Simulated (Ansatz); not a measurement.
One change: `C=[CH][SnH2][CH]=C` becomes `C=[CH][SnH2][F]`.

Ansatz, PBE0-D4/def2-TZVP geometries, multiplicity 1. Each molecule was computed in one conformer, which needn't be the lowest.

Elements past krypton have def2 core potentials.

```csv
property,`C=[CH][SnH2][CH]=C`
HOMO–LUMO gap (ωB97M-V/def2-TZVPP) / eV,11.52
LUMO energy (ωB97M-V/def2-TZVPP) / eV,1.54
LUMO energy (B3LYP/def2-TZVPP) / eV,-0.59
HOMO energy (PBE/def2-TZVPP) / eV,-6.66
LUMO energy (PBE0/def2-TZVPP) / eV,-0.36
size of the dipole moment (ωB97M-V/def2-TZVPP) / D,0.63
```

Problem. Give the same properties after the change, and the shifts. (Estimate.)

Solution. Computed: 
| property | `C=[CH][SnH2][F]` | shift |
| --- | --- | --- |
| HOMO–LUMO gap (ωB97M-V/def2-TZVPP) / eV | 11.52 | 0.00 |
| LUMO energy (ωB97M-V/def2-TZVPP) / eV | 0.78 | -0.76 |
| LUMO energy (B3LYP/def2-TZVPP) / eV | -1.29 | -0.70 |
| HOMO energy (PBE/def2-TZVPP) / eV | -7.30 | -0.64 |
| LUMO energy (PBE0/def2-TZVPP) / eV | -1.06 | -0.70 |
| size of the dipole moment (ωB97M-V/def2-TZVPP) / D | 3.11 | 2.48 |

Dipoles are sizes alone; their direction can turn.

B3LYP here is the variant with VWN-RPA as its local correlation; programs differ in this.
